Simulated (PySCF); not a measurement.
What went wrong, or what changed?

The sound run of TlF3 (singlet) uses PySCF 2.14.0, RKS PBE0, Tl def2-SVP with ECP60, F def2-SVP; non-relativistic Hamiltonian with scalar-relativistic core potentials where named; density fitting; no spin-orbit coupling, grid (50, 194), threshold 1e-8 and 55 cycles at the relaxed geometry. This run differs:

```python
mol = gto.M(atom='''
Tl     0.27117     0.00000    -0.00000
F     -0.60574     0.00000     1.80785
F     -0.60574    -0.00000    -1.80785
F      2.28958    -0.00000    -0.00000''',
    basis={'Tl': 'def2-SVP', 'F': 'def2-SVP'},
    ecp={'Tl': 'def2-SVP'},
    charge=0, spin=0)
mf = dft.RKS(mol, xc='PBE0')
mf.grids.atom_grid = (50, 194)
mf = mf.density_fit()  # fitting sets: Tl def2-universal-JKFIT, F def2-universal-JKFIT
mf.conv_tol = 1e-08; mf.max_cycle = 95
mf.kernel(mf.get_init_guess(key='1e'))
mf.nuc_grad_method().kernel()
```

Question: What was changed, and how did it end?

Answer: The start was changed to the bare core Hamiltonian. It converged in 12 cycles, 0.000 eV from the sound run, largest force component 0.00 eV/Å. The cycle limit differs too. No harm here: the result survives it.
```
init E= -451.49243523984
cycle= 1 E= -438.365539546935  delta_E= 13.1  |g|= 7.86  |ddm|= 23.4
cycle= 2 E= -421.300737852207  delta_E= 17.1  |g|= 9.66  |ddm|= 26.2
cycle= 3 E= -468.5270641056  delta_E= -47.2  |g|= 4.08  |ddm|= 13.6
cycle= 4 E= -470.882560166378  delta_E= -2.36  |g|= 1.67  |ddm|= 2.58
cycle= 5 E= -471.289100872924  delta_E= -0.407  |g|= 0.963  |ddm|= 0.927
...
cycle= 10 E= -471.480632918944  delta_E= -2.93e-07  |g|= 0.000297  |ddm|= 0.00116
cycle= 11 E= -471.480632936553  delta_E= -1.76e-08  |g|= 5.16e-05  |ddm|= 0.000276
cycle= 12 E= -471.480632937141  delta_E= -5.88e-10  |g|= 4.18e-06  |ddm|= 5.93e-05
Extra cycle  E= -471.480632937142  delta_E= -1.14e-12  |g|= 5.15e-06  |ddm|= 9.48e-06
converged SCF energy = -471.480632937142
```

Run from Python with OMP_NUM_THREADS=2; the lines above give its settings.
It took 1.2 s on 2 threads of Arm Neoverse V2, on a shared host.
